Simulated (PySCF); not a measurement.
**Electronic structure of Dy²⁺ (dysprosium, charge +2) at the PBE0 level**

Configuration: [Xe] 4f9 6p1, one real determinant (an excited configuration). Computed with PySCF 2.14 in cc-pVDZ-X2C (8s7p5d3f1g, 84 functions), with scalar relativity by spin-free X2C-1e.

| Quantity | Value |
| --- | --- |
| Total energy | -12155.54 hartree |
| One-electron energy | -16589.88 hartree |
| Hartree (Coulomb) energy | 4700.55 hartree |
| Exchange-correlation energy | -266.21 hartree |
| ⟨S²⟩ | 12.0027 |
| ⟨L²⟩ | 26.016 |
| Sum of ⟨r⟩ | 37.79 bohr |
| Sum of ⟨r²⟩ | 51.46 bohr² |
| Traceless quadrupole moment −½Σ⟨3z² − r²⟩ along its main axis | -7.07 e·bohr² |
| Langevin diamagnetic susceptibility | -40.8 ×10⁻⁶ cm³/mol |

```tsv
shell	electrons	mean orbital energy (hartree)	spread (hartree)	rms radius, mean of both spins (bohr)
1s α	1	-1972.34157	0	0.0240
1s β	1	-1972.34035	0	0.0240
2s α	1	-330.38331	0	0.0971
2s β	1	-330.37928	0	0.0971
2p α	3	-293.80344	0.00983	0.0874
2p β	3	-293.79983	0.00933	0.0874
3s α	1	-74.83923	0	0.250
3s β	1	-74.74902	0	0.250
3p α	3	-63.50139	0.05712	0.251
3p β	3	-63.40709	0.03992	0.251
3d α	5	-48.61406	0.05383	0.230
3d β	5	-48.52960	0.03043	0.230
4s α	1	-15.86983	0	0.563
4s β	1	-15.65862	0	0.563
4p α	3	-12.09652	0.09079	0.598
4p β	3	-11.87809	0.05072	0.598
4d α	5	-6.86690	0.09957	0.656
4d β	5	-6.62302	0.03993	0.656
5s α	1	-2.75078	0	1.36
5s β	1	-2.66017	0	1.36
5p α	3	-1.79847	0.03452	1.58
5p β	3	-1.73055	0.02118	1.58
4f α	7	-1.17623	0.09732	0.903
4f β	2	-1.02385	0.01291	0.903
6p α	1	-0.50210	0	4.15
```

⟨L²⟩ = 26.02 against 42 for a pure I term, so this real determinant mixes terms. Spin-orbit coupling, absent here, splits the open shell strongly.

Densities and radii are taken from the X2C orbitals without a picture-change correction, which distorts them close to the nucleus.
